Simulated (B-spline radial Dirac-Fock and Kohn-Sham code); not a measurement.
Elastic and transport cross sections of cerium for positrons

These are calculated numbers from a radial atomic solver; the model is relativistic (Dirac) partial waves in the static field of the Dirac-Fock atom, without polarisation or absorption potentials. Below a few hundred eV the neglected polarisation potential matters, most of all at small angles. σ_tr1 and σ_tr2 weight the cross section with 1 − P₁ and 1 − P₂ of cos θ; "backward" is the share scattered beyond 90°.

```tsv
energy (eV)	σ (a₀²)	σ_tr1 (a₀²)	σ_tr2 (a₀²)	σ/σ_tr1	backward (%)
178	29.2	3.76	6.72	7.76	3.4
259	24.9	2.78	5.06	8.96	2.8
298	23.5	2.48	4.53	9.48	2.6
383	21.0	2.00	3.70	10.5	2.3
424	20.1	1.83	3.41	11.0	2.2
589	17.3	1.37	2.58	12.6	1.9
656	16.4	1.25	2.35	13.2	1.8
715	15.7	1.15	2.18	13.7	1.7
9950	3.66	0.0640	0.142	57.2	0.26
11100	3.42	0.0555	0.124	61.5	0.24
12100	3.23	0.0495	0.111	65.3	0.22
48900	1.26	0.00666	0.0162	190	0.051
81300	0.896	0.00302	0.00758	297	0.028
88400	?	?	?	?	?
105000	0.759	0.00202	0.00513	377	0.020
110000	0.737	0.00187	0.00478	394	0.019
```

Q: Fill in the row for 88.4 keV.

A: σ = 0.848 a₀², σ_tr1 = 0.00265 a₀², σ_tr2 = 0.00667 a₀², σ/σ_tr1 = 320, backward 0.025 %. The ratio σ/σ_tr1 is roughly the number of elastic collisions that randomise the direction.
